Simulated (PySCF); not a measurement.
One of the candidates below gave these computed data.

* Rotational structure: rotational constants A, B, C: 3.581, 0.508, 0.486 GHz [GFN2-xTB]
* 1H NMR: chemical shifts (computed TMS as zero) by class: 3.07 (2 H) ppm [GIAO PBE0/pcSseg-1]
* NMR, other nuclei: isotropic shieldings of nuclei other than C and H, by class: -23 (2 O), 253 (3 F) ppm [GIAO PBE0/pcSseg-1]
* 13C NMR: chemical shifts (computed TMS as zero) by class: 154.4 (1 C), 136.7 (1 C), 104.0 (1 C), 55.0 (1 C), 30.9 (1 C) ppm [GIAO PBE0/pcSseg-1]

Electronic properties: PySCF, gas phase, density fitting. Levels stand in brackets. Isolated species at its GFN2-xTB geometry, gas phase. No diffuse functions stand in pcSseg-1, which bears on an anion's orbital energies. NMR classes are plain means over equivalent atoms (diastereotopic ones count apart unless rotation or inversion swaps them), as if these changed places fast.

Question: Which candidate is it?
A. `O=C([O-])C#CCC(F)(F)F`
B. `O=C([O-])C1(C(F)(F)F)CC1`
C. `[O-]c1ccc(C(F)(F)F)o1`

Answer: A. It is `O=C([O-])C#CCC(F)(F)F`. Numbering: `[O:1]=[C:2]([O-:3])[C:4]#[C:5][CH2:6][C:7]([F:8])([F:9])[F:10]`. 5 carbons fall into 5 classes; from least to most shielded: carboxylate carbon [C2] (154.4 ppm), CF3 carbon [C7] (136.7 ppm), alkyne carbon [C4] (104.0 ppm), alkyne carbon [C5] (55.0 ppm), propargylic carbon [C6] (30.9 ppm). All hydrogens form one class (3.07 ppm): methylene hydrogen. The other shieldings belong to: -23 ppm, carboxylate oxygen [O1/O3]; 253 ppm, fluorine of a CF3 group [F8/F9/F10]. The optimised geometry has point group C1 and is an asymmetric top.

The others, at the same levels:
- `[O-]c1ccc(C(F)(F)F)o1` fails: its computed 13C shifts are 175.8 (1 C), 134.1 (1 C), 126.3 (1 C), 115.0 (1 C), 75.5 (1 C) ppm, 1H shifts are 6.58 (1 H), 3.90 (1 H) ppm and rotational constant A is 3.061 GHz (against 3.581 GHz).
- `O=C([O-])C1(C(F)(F)F)CC1` fails: it has 4 hydrogens where the 1H data count 2; its computed 13C shifts are 162.6 (1 C), 140.7 (1 C), 27.6 (1 C), 9.8 (2 C) ppm, 1H shifts are 0.71 (2 H), 0.18 (2 H) ppm and rotational constant A is 1.996 GHz (against 3.581 GHz).

Each candidate is one conformer, not necessarily the lowest. The conformers computed, where there is a choice (atom-mapped SMILES and torsion angles):
- `[O:1]=[C:2]([O-:3])[C:4]#[C:5][CH2:6][C:7]([F:8])([F:9])[F:10]`: C5–C6–C7–F8 62°
- `[O-:1][c:2]1[cH:3][cH:4][c:5]([C:6]([F:7])([F:8])[F:9])[o:10]1`: C4–C5–C6–F7 0°
- `[O:1]=[C:2]([O-:3])[C:4]1([C:5]([F:6])([F:7])[F:8])[CH2:9][CH2:10]1`: O1–C2–C4–C5 180°, C2–C4–C5–F6 180°
